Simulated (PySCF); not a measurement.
# Basis-set dependence of population analyses: `CC[Se]CC#N`

C4H7NSe.
Cartesian coordinates in Å at the PBE0-D3(BJ)/def2-SVP level; atoms count from 1:
```
atom  x, y, z in Å
C1    -1.5488    0.7126   -0.0390
C2    -1.0155   -0.6315    0.4148
Se3    0.0819   -1.5794   -0.8980
C4     1.7597   -0.6106   -0.6112
C5     1.7649    0.7501   -1.1133
N6     1.7520    1.8418   -1.4996
H7    -2.1583    0.6093   -0.9485
H8    -2.1821    1.1528    0.7486
H9    -0.7412    1.4247   -0.2592
H10   -1.8331   -1.3402    0.6206
H11   -0.4230   -0.5574    1.3400
H12    1.9973   -0.6145    0.4632
H13    2.5367   -1.1949   -1.1263
```

PBE0 throughout (PySCF), one geometry, spherical d and f functions. The structure is a single PBE0-D3(BJ)/def2-SVP conformer in the gas phase; no vibrational or solvent corrections. The calculation is non-relativistic, for selenium too. Atoms taken as equivalent share a column and are averaged. The first 7 of 9 kinds of atom are listed.

Mulliken charges (e):

```tsv
basis	functions	C1	C2	Se3	C4	C5	N6	H7/H8/H9
STO-3G	50	-0.235	-0.213	+0.112	-0.238	+0.072	-0.193	+0.088
6-31G	86	-0.483	-0.619	+0.380	-0.694	+0.225	-0.303	+0.188
6-31G*	116	-0.532	-0.449	+0.106	-0.553	+0.292	-0.365	+0.197
cc-pVDZ	132	-0.075	-0.248	+0.079	-0.196	-0.012	-0.145	+0.063
def2-SVP	137	-0.057	-0.236	+0.029	-0.171	-0.118	-0.039	+0.061
def2-TZVP	245	-0.354	-0.267	+0.033	-0.186	-0.229	-0.023	+0.135
```

IAO charges (e):

```json
{"basis": "STO-3G", "functions": "50", "C1": "-0.396", "C2": "-0.394", "Se3": "+0.285", "C4": "-0.433", "C5": "+0.065", "N6": "-0.159", "H7/H8/H9": "+0.140"}
{"basis": "6-31G", "functions": "86", "C1": "-0.433", "C2": "-0.377", "Se3": "+0.168", "C4": "-0.431", "C5": "+0.123", "N6": "-0.233", "H7/H8/H9": "+0.155"}
{"basis": "6-31G*", "functions": "116", "C1": "-0.415", "C2": "-0.350", "Se3": "+0.156", "C4": "-0.410", "C5": "+0.132", "N6": "-0.241", "H7/H8/H9": "+0.149"}
{"basis": "cc-pVDZ", "functions": "132", "C1": "-0.414", "C2": "-0.352", "Se3": "+0.166", "C4": "-0.414", "C5": "+0.126", "N6": "-0.235", "H7/H8/H9": "+0.148"}
{"basis": "def2-SVP", "functions": "137", "C1": "-0.405", "C2": "-0.348", "Se3": "+0.169", "C4": "-0.411", "C5": "+0.126", "N6": "-0.234", "H7/H8/H9": "+0.145"}
{"basis": "def2-TZVP", "functions": "245", "C1": "-0.428", "C2": "-0.362", "Se3": "+0.172", "C4": "-0.424", "C5": "+0.138", "N6": "-0.251", "H7/H8/H9": "+0.153"}
```

Some averages cover members that differ in this geometry, most widely: H7/H8/H9, Mulliken in 6-31G* +0.181 to +0.213; H7/H8/H9, Mulliken in def2-TZVP +0.124 to +0.153; H7/H8/H9, Mulliken in 6-31G +0.175 to +0.202; H7/H8/H9, Mulliken in cc-pVDZ +0.052 to +0.078 e.

**Question.** Which scheme is steadiest as the basis changes?

**Answer.** Largest range over the bases for any column: IAO 0.13 e, Mulliken 0.52 e. IAO charges move least and Mulliken charges most, counted in e. Without the minimal STO-3G basis the ranges are IAO 0.03, Mulliken 0.52 e.

**Question.** How much do the charges still move between the two largest bases, def2-SVP and def2-TZVP?

**Answer.** At most, over all atoms: Mulliken 0.298 e, IAO 0.024 e.

**Question.** What do the same runs give for the total energy, the frontier levels and the dipole moment?

**Answer.** 
```json
{"basis": "STO-3G", "energy (Eh)": "-2583.2064", "HOMO (eV)": "-4.33", "LUMO (eV)": "3.06", "μ (D)": "2.73"}
{"basis": "6-31G", "energy (Eh)": "-2611.9544", "HOMO (eV)": "-6.64", "LUMO (eV)": "-0.33", "μ (D)": "3.33"}
{"basis": "6-31G*", "energy (Eh)": "-2612.0802", "HOMO (eV)": "-6.61", "LUMO (eV)": "-0.36", "μ (D)": "3.30"}
{"basis": "cc-pVDZ", "energy (Eh)": "-2612.3658", "HOMO (eV)": "-6.62", "LUMO (eV)": "-0.34", "μ (D)": "3.25"}
{"basis": "def2-SVP", "energy (Eh)": "-2611.9339", "HOMO (eV)": "-6.65", "LUMO (eV)": "-0.37", "μ (D)": "3.29"}
{"basis": "def2-TZVP", "energy (Eh)": "-2612.4602", "HOMO (eV)": "-6.77", "LUMO (eV)": "-0.61", "μ (D)": "3.45"}
```

The dipole is fixed by the density alone, so its range of 0.72 D shows that the density itself changes with the basis, not only its division among atoms.
